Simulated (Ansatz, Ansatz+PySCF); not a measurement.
```xyz
8

C     0.0000    0.0000   -0.8203
C     0.0000    0.0000    0.8203
H     0.0000   -1.1059   -1.2583
H    -0.9577    0.5529   -1.2583
H     0.9577    0.5529   -1.2583
H     0.0000    1.1059    1.2583
H    -0.9577   -0.5529    1.2583
H     0.9577   -0.5529    1.2583
```

Basis set: def2-SVP (spherical functions). Frozen core: 2 orbitals. Charge 0, multiplicity 1.

Computed with Ansatz (development build ahead of 0.2.0); each method stands on the lowest determinant of its kind that the runs found. Restricted open shells among the atoms or ions are ROHF, correlated in semicanonical orbitals with singles.

The atomization energy at this shape (free ground-state atoms in the same class of orbitals less the molecule, no zero-point energy) of singlet C₂H₆:

| method | atomization energy |
| --- | --- |
| RHF-CCSD(T) | 28.98 eV |
| UHF-MP2 | 28.77 eV |
| RHF | 23.33 eV |

Question: What does UHF give?

Answer: 23.10 eV. Caution: the shape is not the minimum.
